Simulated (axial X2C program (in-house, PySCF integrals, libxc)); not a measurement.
## Curves of PmF⁻ from open-shell CI on f5 s2

Calculated with an in-house all-electron X2C program for linear molecules (integrals from PySCF): two-component X2C with atomic mean-field Coulomb and Gaunt terms, basis Pm dyall-v3z, F dyall-av3z (cores contracted in-house). Orbitals come from Hartree–Fock averaged over the configuration Pm f5 s2; CI then distributes these electrons over the f, s shells of Pm.

Scan along the bond; masses Pm 144.913 u, F 18.998 u. Energies in cm⁻¹ from the lowest point; levels are followed by energy order within each Ω. Lowest level at 2.183 Å: 100% f5 s2.

```json
{"R (Å)": "2.030", "(1)Ω=1/2": "1466", "(1)Ω=3/2": "1626", "(1)Ω=5/2": "2042", "(2)Ω=1/2": "2261", "(2)Ω=3/2": "2476"}
{"R (Å)": "2.107", "(1)Ω=1/2": "352", "(1)Ω=3/2": "524", "(1)Ω=5/2": "947", "(2)Ω=1/2": "1160", "(2)Ω=3/2": "1367"}
{"R (Å)": "2.183", "(1)Ω=1/2": "0", "(1)Ω=3/2": "178", "(1)Ω=5/2": "602", "(2)Ω=1/2": "816", "(2)Ω=3/2": "1014"}
{"R (Å)": "2.270", "(1)Ω=1/2": "242", "(1)Ω=3/2": "422", "(1)Ω=5/2": "843", "(2)Ω=1/2": "1064", "(2)Ω=3/2": "1249"}
{"R (Å)": "2.358", "(1)Ω=1/2": "966", "(1)Ω=3/2": "1144", "(1)Ω=5/2": "1557", "(2)Ω=1/2": "1790", "(2)Ω=3/2": "1962"}
{"R (Å)": "2.456", "(1)Ω=1/2": "2127", "(1)Ω=3/2": "2301", "(1)Ω=5/2": "2701", "(2)Ω=1/2": "2951", "(2)Ω=3/2": "3108"}
{"R (Å)": "2.576", "(1)Ω=1/2": "3827", "(1)Ω=3/2": "3993", "(1)Ω=5/2": "4374", "(2)Ω=1/2": "4649", "(2)Ω=3/2": "4788"}
```

Task: Fit the curves (1)Ω=1/2, (1)Ω=3/2, (1)Ω=5/2, (2)Ω=1/2, (2)Ω=3/2 near their minima.

Result: From the open-shell CI curves, Te from the lowest:

| level | Te (cm⁻¹) | Re (Å) | ωe (cm⁻¹) |
| --- | --- | --- | --- |
| (1)Ω=1/2 | 0 | 2.191 | 421.6 |
| (1)Ω=3/2 | 178 | 2.191 | 420.5 |
| (1)Ω=5/2 | 602 | 2.191 | 418.6 |
| (2)Ω=1/2 | 817 | 2.190 | 421.1 |
| (2)Ω=3/2 | 1014 | 2.192 | 419.2 |

Without dynamic correlation distances can be off by several hundredths of an Å (long for ionic bonds, short for multiple bonds) and the wavenumbers are rough.

The 5 lowest curves are shown; the next is (2)Ω=5/2, from 1325 cm⁻¹.

Dynamic correlation is missing, so gaps between terms are too wide and other configurations may lie lower; the lowest level listed is that of this model, not necessarily the ground state. At most 4 roots were kept for each Ω > 0 (twice that for Ω = 0) within 2.2 eV of the lowest, so higher up levels can be missing between those listed; levels with Ω > 0 are doubly degenerate and listed once, Ω = 0 levels singly. For an anion, levels above electron detachment are held by the basis set.
